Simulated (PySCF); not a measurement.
# Orbital picture of IBr⁺

PBE at R = 2.410 Å; I def2-SVP with ECP28, Br def2-SVP; scalar-relativistic core potentials (PySCF 2.14). State: ²Π (doublet), unpaired electrons π ↑. Only the outer orbitals are listed, counted within each symmetry, core potentials removing the inner ones.

```csv
spin,orbital,occ.,ε (eV),on I (%),main shells (%)
α,10σ,1,-27.96,31,"66 Br s, 28 I s"
α,11σ,1,-24.65,68,"67 I s, 30 Br s"
α,12σ,1,-17.37,45,"51 Br p, 41 I p"
α,6π,1,-15.83,45,"55 Br p, 44 I p"
α,6π,1,-15.19,40,"59 Br p, 40 I p"
α,7π,1,-13.85,56,"55 I p, 44 Br p"
α,7π,1,-13.13,60,"60 I p, 40 Br p"
α,13σ,0,-11.00,58,"54 I p, 42 Br p"
α,14σ,0,-1.23,82,"55 I s, 20 I d, 12 Br d"
α,8π,0,0.16,68,"68 I d, 30 Br d"
β,10σ,1,-27.67,31,"66 Br s, 27 I s"
β,11σ,1,-24.21,68,"68 I s, 30 Br s"
β,12σ,1,-17.15,45,"51 Br p, 40 I p"
β,6π,1,-15.15,39,"60 Br p, 38 I p"
β,6π,1,-15.03,39,"60 Br p, 38 I p"
β,7π,1,-12.93,61,"61 I p, 39 Br p"
β,7π,0,-13.00,61,"61 I p, 39 Br p"
β,13σ,0,-10.76,58,"55 I p, 41 Br p"
β,14σ,0,-0.97,80,"54 I s, 18 I d, 12 Br d"
```

**Question.** Which are the highest filled and the lowest empty level, where do they sit, and how wide is the gap?

**Answer.** Highest filled β 7π at -12.93 eV (in %: 61 I p, 39 Br p); lowest empty β 7π at -13.00 eV (in %: 61 I p, 39 Br p); the gap at PBE is -0.07 eV. Both belong to one degenerate shell, split only by its one-sided filling, so this is no excitation gap.

* bond order (Mayer): 1.53
* ⟨S²⟩: 0.751
* charge on I (Mulliken, basis-dependent): 0.72
* charge on I (Löwdin, basis-dependent): 0.67
* dipole moment (positive dipole points towards Br; it is taken about the centre of mass and depends on that origin): -0.56 D

Spin–orbit coupling is left out. Counting both spins, an empty level lies below a filled one in this solution, because spin and occupation are held. The state is the lowest determinant that a PBE0 search found; another state may lie lower at other levels.
